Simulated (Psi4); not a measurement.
C3H8NO (SMILES C[NH+](C)C=O), charge +1, singlet, geometry from GFN2-xTB; MP4/6-31G* (Psi4 1.11).

The Psi4 input:
```
memory 2 GB

molecule {
1 1
C    -0.45593140    1.59021438   -0.29242627
N    -0.24511535    0.31638852    0.42927954
C    -1.30259318   -0.67131569    0.13767971
C     1.13289152   -0.23058456    0.08481430
O     1.25585418   -1.29125638   -0.38702019
H    -0.43899696    1.40769852   -1.36618882
H     0.32074346    2.31103449   -0.04154625
H    -1.42310679    2.01353076   -0.02598417
H    -0.24897950    0.51546674    1.43885552
H    -1.31223610   -0.89196743   -0.92867246
H    -1.11147160   -1.59697448    0.67834891
H    -2.27288452   -0.27783238    0.43159418
H     1.90970456    0.50449036    0.32439139
}

set {
  basis 6-31g*
}

energy('mp4')
print_variables()
```

**Question.** Write the output that Psi4 gives for this input, abridged.

**Answer.** 
```
   => Loading Basis Set <=

    Name: 6-31G*
    Role: ORBITAL
    Keyword: BASIS

         ---------------------------------------------------------
                                   SCF
               by Justin Turney, Rob Parrish, Andy Simmonett
                          and Daniel G. A. Smith
                              RHF Reference
         ---------------------------------------------------------

  ==> Geometry <==

    Molecular point group: c1
    Full point group: C1

    Geometry (in Angstrom), charge = 1, multiplicity = 1:

       Center              X                  Y                   Z               Mass
    ------------   -----------------  -----------------  -----------------  -----------------
         C           -0.517155202622     1.643504819112    -0.285627599583    12.000000000000
         N           -0.306339152622     0.369678959112     0.436078210417    14.003074004430
         C           -1.363816982622    -0.618025250888     0.144478380417    12.000000000000
         C            1.071667717378    -0.177294120888     0.091612970417    12.000000000000
         O            1.194630377378    -1.237965940888    -0.380221519583    15.994914619570
         H           -0.500220762622     1.460988959112    -1.359390149583     1.007825032230
         H            0.259519657378     2.364324929112    -0.034747579583     1.007825032230
         H           -1.484330592622     2.066821199112    -0.019185499583     1.007825032230
         H           -0.310203302622     0.568757179112     1.445654190417     1.007825032230
         H           -1.373459902622    -0.838676990888    -0.921873789583     1.007825032230
         H           -1.172695402622    -1.543684040888     0.685147580417     1.007825032230
         H           -2.334108322622    -0.224541940888     0.438392850417     1.007825032230
         H            1.848480757378     0.557780799112     0.331190060417     1.007825032230

  Running in c1 symmetry.

  Rotational constants: A =      0.26351  B =      0.14435  C =      0.10598 [cm^-1]
  Rotational constants: A =   7899.73401  B =   4327.52734  C =   3177.11903 [MHz]
  Nuclear repulsion =  192.357971633216124

  Charge       = 1
  Multiplicity = 1
  Electrons    = 40
  Nalpha       = 20
  Nbeta        = 20

  ==> Algorithm <==

  SCF Algorithm Type is PK.
  DIIS enabled.
  MOM disabled.
  Fractional occupation disabled.
  Guess Type is SAD.
  Energy threshold   = 1.00e-08
  Density threshold  = 1.00e-08
[...]
  @RHF Final Energy:  -247.31610807766248
    Total Energy =                       -247.3161080776624772
[...]
        v(ab,ci) diagrams will be evaluated in   1 blocks over ov2.
        v(ab,ci) diagrams will be evaluated in   1 blocks over ov.

  Allocate cpu memory (   100.88 mb).....done.
  Initialize cpu memory..................done.

  ==> MP4(SDQ) <==

        OS MP2 correlation energy:            -0.559271707081
        SS MP2 correlation energy:            -0.185726080876
        MP2 correlation energy:               -0.744997787957
      * MP2 total energy:                   -248.061105865620

        OS MP2.5 correlation energy:          -0.580856336769
        SS MP2.5 correlation energy:          -0.178229876560
        MP2.5 correlation energy:             -0.759086213330
      * MP2.5 total energy:                 -248.075194290992

        OS MP3 correlation energy:            -0.602440966457
        SS MP3 correlation energy:            -0.170733672245
        MP3 correlation energy:               -0.773174638702
      * MP3 total energy:                   -248.089282716364

        OS MP4(SDQ) correlation energy:       -0.619259405383
        SS MP4(SDQ) correlation energy:       -0.161508133170
        MP4(SDQ) correlation energy:          -0.788751586077
      * MP4(SDQ) total energy:              -248.104859663739

        ==> Resort (ov|vv) integrals for low-memory (T) computation <==

        *******************************************************
        *                                                     *
        *                       MP4(T)                        *
        *                                                     *
        *******************************************************

        Using low-memory algorithm.

        num_threads:                      1
        memory requirements:       35.42 mb

        Number of abc combinations: 62196

        Computing (T) correction...

        % complete  total time
              10.0
              20.0
              30.0
              40.0
              50.0
              60.0
              70.0
              80.0
              90.0

        MP4(T) correlation energy:              -0.024693082268

        MP4(SDTQ) correlation energy:           -0.813444668345
      * MP4(SDTQ) total energy:               -248.129552746007

  Variable Map:
  ----------------------------------------------------------------------------
[...]
  Array Variable Map:
  ----------------------------------------------------------------------------
[...]
[...]
```
